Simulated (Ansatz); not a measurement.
Geometry optimisation, Ansatz, RKS r2SCAN-D4/STO-3G.

input.yaml

```yaml
crystal:
  periodic: [false, false, false]
  atoms:
    - { symbol: C, position_ang: [-0.1631, -0.5722, 1.4353] }
    - { symbol: C, position_ang: [-0.0346, 0.0181, 0.0251] }
    - { symbol: Si, position_ang: [0.8803, -1.1303, -1.1102] }
    - { symbol: C, position_ang: [-0.4416, 1.233, -0.338] }
    - { symbol: O, position_ang: [-1.1988, 1.9922, 0.554] }
    - { symbol: Cl, position_ang: [-0.3474, 1.9283, -1.914] }
    - { symbol: H, position_ang: [-0.7427, -1.4685, 1.4078] }
    - { symbol: H, position_ang: [0.7972, -0.6874, 1.8954] }
    - { symbol: H, position_ang: [-0.7621, 0.1695, 2.1209] }
    - { symbol: H, position_ang: [2.1568, -0.4724, -1.5513] }
    - { symbol: H, position_ang: [0.0595, -1.5189, -2.2334] }
    - { symbol: H, position_ang: [1.3057, -2.3529, -0.3341] }
    - { symbol: H, position_ang: [-1.4887, 2.8268, 0.0572] }
basis:
  gaussian: { orbitals: STO-3G }
hamiltonian:
  xc: r2scan
  dispersion: d4
relax:
  f_tol: 0.02
  max_steps: 40
scf:
  lower_state_search: "off"
```

Launched with:

```bash
$ ansatz run input.yaml --threads 1 --pin off --max-ram 2048MiB --backend cpu --events-out ev --progress --plain --runs-dir out
```

Problem. Where does it end, and by what steps?

Solution. The run converged. Limits of this set-up: minimal basis. After 6 steps the energy has fallen by 0.645 eV; H12 moved furthest, 0.13 Å.

```csv
step,energy less start (eV),largest force component (eV/Å),accepted
0,0.0000,4.366,yes
1,-0.5161,2.192,yes
2,-0.5887,0.828,yes
3,-0.6129,0.749,yes
4,-0.6439,0.069,yes
5,-0.6449,0.024,yes
6,-0.6452,0.010,yes
```

```xyz
13
Properties=species:S:1:pos:R:3
C -0.216 -0.530 1.504
C 0.005 -0.047 0.063
Si 0.926 -1.115 -1.152
C -0.491 1.166 -0.267
O -1.175 2.030 0.603
Cl -0.295 1.847 -1.965
H -0.741 -1.500 1.515
H 0.748 -0.673 2.020
H -0.811 0.196 2.075
H 2.105 -0.436 -1.644
H 0.079 -1.463 -2.272
H 1.324 -2.323 -0.464
H -1.437 2.812 -0.002
```

Whether the end is a true minimum wasn't checked by a vibrational analysis.

Run time: 33 s on 1 thread of Intel(R) Xeon(R) Platinum 8259CL CPU @ 2.50GHz (Skylake/Cascade Lake), with other jobs on the host, peak memory 0.16 GiB.
